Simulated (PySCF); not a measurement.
C2H4Cl2Si2, SMILES [SiH3][Si](C#C)(Cl)Cl.

Geometry: B3LYP-D3(BJ)/def2-SVP. This is a generated structure with no PubChem entry under its InChIKey; it may be hypothetical.

Method: PySCF with PBE0/def2-TZVP.

Isolated molecule, no solvent.

Estimate the frontier levels, gap, dipole moment and polarisability. (Estimate from the structure and the level; the computed values follow.)


The highest occupied level is -8.30 eV and the lowest empty level is -1.13 eV. The orbital gap is 7.17 eV. The dipole moment is 2.11 D and the quadrupole, principal values (traceless, Buckingham form, about the centre of nuclear charge) comes out as -7.04, -3.56, 10.60 D·Å. The mean static polarisability is 99.0 bohr³ (14.67 Å³) and the polarisability, principal values comes out as 89.6, 94.8, 112.5 bohr³.
